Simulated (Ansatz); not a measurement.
`CS[CH2][SnH3]` + H₂ → `CSC` + `[SnH4]`  (hydrogenolysis of a C–Sn bond)

Program: Ansatz. Geometries: PBE0-D4/def2-TZVP. ΔE: electronic, gas phase. CCSD(T)/CBS adds triple-zeta CCSD(T) − MP2 to the extrapolated MP2 energy (def2 sets, frozen cores). This one scheme is used for every species. DFT in def2-TZVPP. B3LYP here is the variant with VWN-RPA as its local correlation; programs differ in this. def2 core potentials past Kr. For Sn outer-core shells are correlated without core-valence functions, which leaves a few kJ/mol of doubt a bond. One conformer a species, not always the lowest.

```
         level  ΔE (kcal/mol)  difference from CCSD(T)/CBS
       PBE0-D4          -10.5                         -2.9
      B3LYP-D4          -10.4                         -2.8
       ωB97M-V          -10.4                         -2.8
        B2PLYP          -11.0                         -3.4
           PBE          -11.1                         -3.5
 HF/def2-TZVPP          -16.9                         -9.3
MP2/def2-TZVPP           -6.7                          0.9
MP2/def2-QZVPP           -5.7                          1.9
  HF/CBS(def2)          -16.8                         -9.2
 MP2/CBS(def2)           -5.0                          2.6
   CCSD(T)/CBS           -7.6                            0
```

Largest T1 diagnostic among the species: 0.013.

In def2-TZVPP, CCSD(T) changes the Hartree–Fock value by +7.6 kcal/mol (the triples alone add +1.5 kcal/mol) and MP2 by +10.2 kcal/mol. The D4 term adds +2.8 kcal/mol with B3LYP and +1.6 kcal/mol with PBE0; it sums over pairs of atoms, weighted by their polarisabilities, and B3LYP, whose exchange is more repulsive, gets the larger term. From PBE to PBE0 (25 % exact exchange), in def2-TZVPP and without D4, ΔE moves by −1.0 kcal/mol.
